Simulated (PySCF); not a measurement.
H5P2, SMILES P[PH3+], charge +1.

Geometry optimised at PBE-D3(BJ)/def2-TZVP. The isomer is the one that the SMILES or the coordinates give; other isomers of the formula were not compared.

Computed with M06-2X/def2-TZVPD in PySCF.

Gas-phase values at a fixed geometry.

Computed frontier levels, gap, dipole moment and polarisability:
highest occupied level: -15.09 eV
lowest empty level: -5.62 eV
orbital gap: 9.48 eV
dipole moment about the centre of nuclear charge: 2.18 D
mean static polarisability: 46.8 bohr³ (6.94 Å³)
polarisability, principal values: 40.6, 40.8, 59.0 bohr³
